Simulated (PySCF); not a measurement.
C₆H₇N₃O.
Numbering: `[CH3:1][c:2]1[n:3][n:4][c:5]([CH:6]=[O:7])[c:8]([CH3:9])[n:10]1`

Structure used (PBE0-D3(BJ)/def2-SVP), in Å, numbered top down from 1:
```xyz
17
C6H7N3O angstrom
C      2.7195   -1.2307   -0.6028
C      1.4643   -0.4367   -0.4962
N      1.3801    0.6753   -1.2376
N      0.2914    1.3936   -1.1509
C     -0.6980    1.0157   -0.3475
C     -1.8651    1.9329   -0.3584
O     -2.8694    1.7769    0.2882
C     -0.5999   -0.1663    0.4279
C     -1.6741   -0.6447    1.3411
N      0.5113   -0.8810    0.3316
H      2.4823   -2.2833   -0.8149
H      3.2531   -1.2114    0.3604
H      3.3649   -0.8178   -1.3862
H     -1.7130    2.8017   -1.0435
H     -1.3633   -1.5952    1.7910
H     -1.8752    0.0996    2.1261
H     -2.6242   -0.7638    0.8005
```

Definitions: NICS(0) = −σiso at the ring centroid; NICS(1) = −σiso and NICS(1)zz = −σzz at ±1 Å along the ring normal z. Level: GIAO PBE0/pcSseg-1 (PySCF, non-relativistic, gas phase) on the PBE0-D3(BJ)/def2-SVP geometry, one conformer.

Ring bond lengths (Å), with Mayer bond orders in brackets: C2–N3 1.339 (1.44), N3–N4 1.307 (1.35), N4–C5 1.329 (1.45), C5–C8 1.417 (1.13), C8–N10 1.325 (1.51), N10–C2 1.338 (1.36).

Question: What do the NICS probes read (ppm)?

Answer: 
```json
{"ring": "C2–N3–N4–C5–C8–N10", "type": "6-membered ring with 3 N; formal bonds all aromatic", "NICS(0)": "-3.9", "NICS(1), two faces": "-10.7 / -10.7", "NICS(1)zz, two faces": "-24.4 / -24.4", "rms pucker (Å)": "0.00", "centre to ring atoms, mean (Å)": "1.34"}
```

Question: What can be read from them?

Answer: 
- C2–N3–N4–C5–C8–N10: mean NICS(1)zz -24.4 ppm, shielded. The ring is flat and has no four-coordinate atom; by the NICS criterion it is aromatic. NICS(0) lies 7 ppm above the mean NICS(1).

Question: And the bond-length index? HOMA takes Krygowski's 1993 parameters.

Answer: 
- C2–N3–N4–C5–C8–N10: HOMA 0.96; the largest term is that of C5–C8, α(R − Ropt)² = 0.22. The geometric and the magnetic index point the same way.

Question: At the first NICS(1) probe listed for ring C2–N3–N4–C5–C8–N10, 1 Å off the ring, what do the in-plane components average?

Answer: The isotropic value is a third of the trace: (3 × -10.7 − (-24.4))/2 = -3.8 ppm.

Question: Give the inner angles of the rings and the Hirshfeld charges of the ring atoms.

Answer: 
- C2–N3–N4–C5–C8–N10: C2 125.0° (+0.136 e), N3 118.2° (-0.111 e), N4 120.3° (-0.075 e), C5 121.1° (+0.024 e), C8 117.9° (+0.102 e), N10 117.6° (-0.143 e); sum 720.0° against 720° for a flat convex ring.

Question: How do the values depend on the level or the medium?

Answer: 
```
                             level  NICS(0), C2–N3–N4–C5–C8–N10  mean NICS(1)zz, C2–N3–N4–C5–C8–N10
                PBE0/pcSseg-1, gas                         -3.9                               -24.4
            mPW1PW91/pcSseg-1, gas                         -3.9                               -24.4
PBE0/pcSseg-1, IEF-PCM cyclohexane                         -3.8                               -24.2
   PBE0/pcSseg-1, IEF-PCM methanol                         -3.8                               -23.8
```

The geometry is the same throughout; the continuum's cavity takes Bondi-type radii × 1.2.

On an Arm Neoverse V2 with one thread, no GPU, shared host, this took 33 s wall and 0.92 GiB of memory at its peak. This is the whole shielding run at PBE0/pcSseg-1, SCF included.
